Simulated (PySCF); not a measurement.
GeOF₂ + 2 HF → H₂GeO + 2 F₂

Level: PBE0 in the def2-TZVP basis family, all electrons, no relativity, computed in PySCF with density fitting; open shells unrestricted.

```csv
species,state and structure,E (Eh),ZPE (kJ/mol),H(298 K) − H(0) (kJ/mol),S° (J/(mol K))
GeOF₂,"singlet, C2v, Ge–F 1.702 Å (×2), Ge–O 1.618 Å; F–Ge–F 101.1°, F–Ge–O 129.4° (×2)",-2351.54105,19.3,14.5,294.3
HF,"singlet, C∞v, H–F 0.920 Å",-100.39188,24.9,8.7,173.6
H₂GeO,"singlet, C2v, Ge–H 1.542 Å (×2), Ge–O 1.632 Å; H–Ge–H 113.2°, H–Ge–O 123.4° (×2)",-2153.06709,43.7,11.0,248.5
F₂,"singlet, D∞h, F–F 1.376 Å",-199.40856,6.6,8.7,201.9
```

Task: What is the electronic reaction energy?

Result: At PBE0/def2-TZVP, ΔE = 1156.8 kJ/mol from the differences of the total energies times 2625.5, uphill. 

Task: Add zero-point, thermal and entropy terms for 298.15 K and 1 bar.

Result: ΔZPE = -12.2 and Δ[H(298) − H(0)] = -3.5 kJ/mol give ΔH° = 1141.1 kJ/mol. ΔS° = 10.8 J/(mol K), so ΔG° = 1141.1 − 298.15 × (0.0108) = 1138 kJ/mol.

The structures come from searches over a few start shapes, so lower isomers are not excluded.
